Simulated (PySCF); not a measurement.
**Exercise with solution: chemical shift, span and skew from a shielding tensor**

C4H3ClF2, SMILES C#CC(F)(F)CCl. Atoms are numbered in the order given.

```xyz
10

C      2.5326    -0.4293    -0.2967
C      1.3544    -0.5805    -0.0772
C     -0.0873    -0.7414     0.1544
F     -0.3575    -0.6425     1.4830
F     -0.4773    -1.9941    -0.2368
C     -0.9663     0.2395    -0.6192
Cl    -0.6027     1.9399    -0.2144
H      3.5825    -0.2975    -0.4841
H     -0.8127     0.0903    -1.6952
H     -2.0115     0.0273    -0.3578
```

The structure is a stationary point at B3LYP-D3(BJ)/def2-SVP. This is a generated structure with no PubChem entry under its InChIKey; it may be hypothetical. One conformer was computed; it need not be the lowest.

GIAO shieldings from PySCF with PBE/pcSseg-1, non-relativistic, no solvent. The symmetric part of the tensor of C1 has the principal values 27.8, 35.1, 233.8 ppm. The same nucleus in TMS has σ = 182.0 ppm at this level (PySCF, at its B3LYP-D3(BJ)/def2-TZVP geometry). Without spin–orbit terms, shifts of atoms bonded to Cl or Br come out too high.

Task: Work out the isotropic shielding, the ¹³C shift against TMS, the span and the skew.

Result: 
σ(iso) = (σ11 + σ22 + σ33)/3 = 98.9 ppm. δ = σ(ref) − σ(iso) = 182.0 − (98.9) = 83.1 ppm.
Span Ω = σ33 − σ11 = 206.0 ppm. Skew κ = 3(σ(iso) − σ22)/Ω = 0.93. Tumbling in solution averages the tensor to δ; in a static solid the shielding alone would spread this spin-1/2 line over Ω.
